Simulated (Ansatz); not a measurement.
Species: sum formula AlH2Br (charge 0, singlet). 
Coordinates optimised at B3LYP-D3(BJ)/def2-TZVP (Ansatz, a first-principles code):
```xyz
4

Al    -1.5565     0.0585    -0.0267
Br     0.7086    -0.0266     0.0121
H     -2.2306     1.4757    -0.0359
H     -2.3349    -1.3043    -0.0424
```
Charge 0, spin multiplicity 1.

Basis-set convergence of Hartree-Fock and CCSD correlation energies (hartree) with Ansatz. Cores are frozen in the correlated levels unless marked. No spin-orbit coupling. The frozen core is the preceding noble-gas configuration, with the filled d and f shells of earlier blocks. No relativistic terms.

```csv
basis,functions,E(HF),"E(corr, CCSD)"
def2-SVPD,81,-2815.16906,-0.22161
def2-TZVPPD,139,-2815.56579,-0.27285
def2-QZVPPD,240,-2815.62188,-0.29432
```

Extrapolating the two largest sets (X = 3 and 4) as X^-3: E(corr) = (64·(-0.29432) - 27·(-0.27285))/37 = -0.3100 Eh, an estimate of the basis-set limit. The largest set recovers 94.9 % of it, the smallest 71.5 %.
